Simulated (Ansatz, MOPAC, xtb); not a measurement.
Diatomic PO-, multiplicity 3 (lowest of 2S+1 = 1, 3, 5 at CCSD(T)/def2-TZVPP on PBE0 minima; our sources give no spin for the ground state, which may be another).

Seven points along R, fitted to fifth degree in 1/R; most abundant isotopes. In def2 and cc sets the state is the lowest found near the PBE0 minimum, followed along R.

Codes used: Ansatz (a first-principles code); MOPAC for AM1, PM3, PM7 (differences of heats of formation); xtb for the GFN methods. Each number belongs to the level named beside it. The GFN methods have no spin term and hold the electronic entropy of 300 K.

```json
[
 {"level": "AM1", "r_e (Å)": "1.494", "ω_e (cm⁻¹)": "1330", "B_e (cm⁻¹)": "0.716", "α_e (cm⁻¹)": "0.0034"},
 {"level": "PM3", "r_e (Å)": "1.557", "ω_e (cm⁻¹)": "950", "B_e (cm⁻¹)": "0.660", "α_e (cm⁻¹)": "0.0012"},
 {"level": "PM7", "r_e (Å)": "1.542", "ω_e (cm⁻¹)": "1170", "B_e (cm⁻¹)": "0.672", "α_e (cm⁻¹)": "0.0030"},
 {"level": "GFN1-xTB", "r_e (Å)": "1.607", "ω_e (cm⁻¹)": "972", "B_e (cm⁻¹)": "0.619", "α_e (cm⁻¹)": "0.0037"},
 {"level": "GFN2-xTB", "r_e (Å)": "1.524", "ω_e (cm⁻¹)": "1113", "B_e (cm⁻¹)": "0.689", "α_e (cm⁻¹)": "0.0057"},
 {"level": "SVWN5/def2-TZVPP", "r_e (Å)": "1.550", "ω_e (cm⁻¹)": "1027", "B_e (cm⁻¹)": "0.665", "α_e (cm⁻¹)": "0.0053"},
 {"level": "PBE/def2-TZVPP", "r_e (Å)": "1.567", "ω_e (cm⁻¹)": "990", "B_e (cm⁻¹)": "0.651", "α_e (cm⁻¹)": "0.0054"},
 {"level": "r2SCAN/def2-TZVPP", "r_e (Å)": "1.550", "ω_e (cm⁻¹)": "1036", "B_e (cm⁻¹)": "0.665", "α_e (cm⁻¹)": "0.0052"},
 {"level": "B97M-V/def2-TZVPP", "r_e (Å)": "1.544", "ω_e (cm⁻¹)": "1048", "B_e (cm⁻¹)": "0.670", "α_e (cm⁻¹)": "0.0053"},
 {"level": "B3LYP/def2-TZVPP", "r_e (Å)": "1.551", "ω_e (cm⁻¹)": "1033", "B_e (cm⁻¹)": "0.664", "α_e (cm⁻¹)": "0.0052"},
 {"level": "PBE0/def2-TZVPP", "r_e (Å)": "1.542", "ω_e (cm⁻¹)": "1067", "B_e (cm⁻¹)": "0.672", "α_e (cm⁻¹)": "0.0051"},
 {"level": "BHLYP/def2-TZVPP", "r_e (Å)": "1.528", "ω_e (cm⁻¹)": "1113", "B_e (cm⁻¹)": "0.685", "α_e (cm⁻¹)": "0.0049"},
 {"level": "CAM-B3LYP/def2-TZVPP", "r_e (Å)": "1.539", "ω_e (cm⁻¹)": "1077", "B_e (cm⁻¹)": "0.674", "α_e (cm⁻¹)": "0.0050"},
 {"level": "wB97X-V/def2-TZVPP", "r_e (Å)": "1.543", "ω_e (cm⁻¹)": "1082", "B_e (cm⁻¹)": "0.671", "α_e (cm⁻¹)": "0.0048"},
 {"level": "wB97M-V/def2-TZVPP", "r_e (Å)": "1.543", "ω_e (cm⁻¹)": "1074", "B_e (cm⁻¹)": "0.671", "α_e (cm⁻¹)": "0.0049"},
 {"level": "B2PLYP/def2-TZVPP", "r_e (Å)": "1.555", "ω_e (cm⁻¹)": "1018", "B_e (cm⁻¹)": "0.661", "α_e (cm⁻¹)": "0.0055"},
 {"level": "CCSD/aug-cc-pV(T+d)Z", "r_e (Å)": "1.537", "ω_e (cm⁻¹)": "1068", "B_e (cm⁻¹)": "0.676", "α_e (cm⁻¹)": "0.0053"},
 {"level": "CCSD/def2-TZVPP", "r_e (Å)": "1.543", "ω_e (cm⁻¹)": "1073", "B_e (cm⁻¹)": "0.671", "α_e (cm⁻¹)": "0.0050"},
 {"level": "CCSD/aug-cc-pV(Q+d)Z", "r_e (Å)": "1.531", "ω_e (cm⁻¹)": "1079", "B_e (cm⁻¹)": "0.682", "α_e (cm⁻¹)": "0.0052"},
 {"level": "CCSD/def2-QZVPP", "r_e (Å)": "1.534", "ω_e (cm⁻¹)": "1080", "B_e (cm⁻¹)": "0.679", "α_e (cm⁻¹)": "0.0052"},
 {"level": "CCSD(T)/aug-cc-pV(T+d)Z", "r_e (Å)": "1.548", "ω_e (cm⁻¹)": "1028", "B_e (cm⁻¹)": "0.667", "α_e (cm⁻¹)": "0.0055"},
 {"level": "CCSD(T)/def2-TZVPP", "r_e (Å)": "1.553", "ω_e (cm⁻¹)": "1035", "B_e (cm⁻¹)": "0.662", "α_e (cm⁻¹)": "0.0053"},
 {"level": "CCSD(T)/aug-cc-pV(Q+d)Z", "r_e (Å)": "1.542", "ω_e (cm⁻¹)": "1039", "B_e (cm⁻¹)": "0.673", "α_e (cm⁻¹)": "0.0055"},
 {"level": "CCSD(T)/def2-QZVPP", "r_e (Å)": "1.545", "ω_e (cm⁻¹)": "1042", "B_e (cm⁻¹)": "0.670", "α_e (cm⁻¹)": "0.0054"},
 {"level": "CCSD(T)/CBS(aug-cc-pV(T+d)Z, aug-cc-pV(Q+d)Z)", "r_e (Å)": "1.539", "ω_e (cm⁻¹)": "1046", "B_e (cm⁻¹)": "0.675", "α_e (cm⁻¹)": "0.0055"},
 {"level": "CCSD(T)/CBS(def2-TZVPP, def2-QZVPP)", "r_e (Å)": "1.542", "ω_e (cm⁻¹)": "1049", "B_e (cm⁻¹)": "0.672", "α_e (cm⁻¹)": "0.0054"}
]
```

Frozen-core correlation. CBS(a, b) extrapolates the correlation energy as X⁻³ and adds the Hartree–Fock energy of set b. The state that AM1, PM3, PM7 reach isn't checked; PM7 holds dispersion and hydrogen-bond terms.
